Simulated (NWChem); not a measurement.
HS2 anion

```xyz
3

S      0.0329    -1.1278     0.0000
S      0.0616     1.0137     0.0000
H     -1.2701     1.2982     0.0000
```
Atoms are numbered in this order, from 1.

Results from NWChem. Sets without diffuse functions describe the anion's extra electron poorly. All runs use the structure optimised with B3LYP/def2-SVPD. Vzz is the largest principal value of the second derivative of the potential at the nucleus (NWChem prints the opposite sign); η is the asymmetry. Non-relativistic.

For level Hartree-Fock/def2-TZVP:

```
Quantity        Value
-------------  ------
Vzz S1 (a.u.)   4.352
Vzz S2 (a.u.)  -2.925
```

Q: Estimate the same quantities for level Hartree-Fock/cc-pVTZ.

A: 
- Vzz S1 (a.u.) = 4.095
- Vzz S2 (a.u.) = -2.721
